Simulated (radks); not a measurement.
Values are calculated unless marked as measured or tabulated.
The table gives one normalised radial function P(r) = r R(r) of Hf56+ in [Ne] 3s2 3p4 (r in bohr). Code: a radial shooting solver on a logarithmic mesh with Libxc functionals. Model: scalar-relativistic Kohn-Sham, PBE, spin-polarised, spherical densities, finite nucleus; open shells are filled with parallel spins first (spin-orbit coupling, left out, can overturn this in heavy ions); Fermi nuclear charge, rms radius 5.347 fm.

r	P
0.002272	0.0004
0.00282	0.0006
0.0035	0.0012
0.004343	0.0021
0.00539	0.0037
0.00669	0.0067
0.008303	0.0119
0.01031	0.0210
0.01279	0.0370
0.01587	0.0643
0.0197	0.1101
0.02445	0.1850
0.03035	0.3039
0.03766	0.4846
0.04674	0.7451
0.05801	1.0953
0.07142	1.5067
0.08864	1.9634
0.11	2.3557
0.1365	2.5539
0.1695	2.4422
0.2103	1.9967
0.261	1.3444
0.324	0.7125
0.4021	0.2808
0.499	0.0764
0.6193	0.0131

Which n and l does it have? It may be an empty orbital.

Answer. n = 3, l = 2: the number of nodes gives n - l - 1 = 0, the rise at small r (about r^(l+1), flatter next to the nucleus through relativity) gives l, and the extent must fit the shell. The curve is that of 3d up; the table hardly tells the two spins apart. 3d up (empty): eigenvalue -5275.9 eV, 0 radial nodes, <r> = 0.167 bohr, 90 % of the charge inside 0.254 bohr.
